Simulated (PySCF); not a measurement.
**Electron correlation in Se²⁺ (selenium, charge +2)**

[Ar] 3d10 4s2 4p2, high-spin 3P determinant. Calculation: PySCF 2.14, in aug-cc-pVDZ-PP with ECP10MDF (5s4p3d, 32 functions); scalar relativity through the core potential. Frozen: 3s2 3p6 3d10; 4 electrons correlated.

```csv
level,correlation energy (mhartree)
CCSD,-60.52
(T),-0.60
CCSD(T),-61.12
CCSDT,-61.31
```

Diagnostics: T1 = 0.0060, D1 = 0.0164, largest double amplitude 0.095.

Cost of the coupled-cluster step: roughly 0.14 core-seconds, for 4 correlated electrons.

Iterations:

```
CC2 = 0
CCSD nocc = (np.int64(3), np.int64(1)), nmo = (23, 23)
frozen orbitals [[0, 1, 2, 3, 4, 5, 6, 7, 8], [0, 1, 2, 3, 4, 5, 6, 7, 8]]
max_cycle = 100
direct = 0
conv_tol = 1e-08
conv_tol_normt = 1e-06
diis_space = 8
diis_start_cycle = 0
Init t2, MP2 energy = -0.0440198736632618
Init E_corr(UCCSD) = -0.0440198736699538
cycle = 1  E_corr(UCCSD) = -0.0555824320320661  dE = -0.0115625584  norm(t1,t2) = 0.0424144
cycle = 2  E_corr(UCCSD) = -0.0588321606318567  dE = -0.0032497286  norm(t1,t2) = 0.0150574
cycle = 3  E_corr(UCCSD) = -0.0605348170866728  dE = -0.00170265645  norm(t1,t2) = 0.00629686
cycle = 4  E_corr(UCCSD) = -0.0605164036787086  dE = 1.8413408e-05  norm(t1,t2) = 0.000960914
cycle = 5  E_corr(UCCSD) = -0.0605245826446374  dE = -8.17896593e-06  norm(t1,t2) = 0.000118335
cycle = 6  E_corr(UCCSD) = -0.0605222094638625  dE = 2.37318077e-06  norm(t1,t2) = 1.59093e-05
cycle = 7  E_corr(UCCSD) = -0.0605230842984931  dE = -8.74834631e-07  norm(t1,t2) = 2.58068e-06
cycle = 8  E_corr(UCCSD) = -0.0605228520296385  dE = 2.32268855e-07  norm(t1,t2) = 6.91115e-07
cycle = 9  E_corr(UCCSD) = -0.0605228599146001  dE = -7.88496153e-09  norm(t1,t2) = 9.78795e-08
UCCSD converged
E(UCCSD) = -370.8282164387907  E_corr = -0.06052285991460006
UCCSD(T) correction = -0.000598213995286648
```
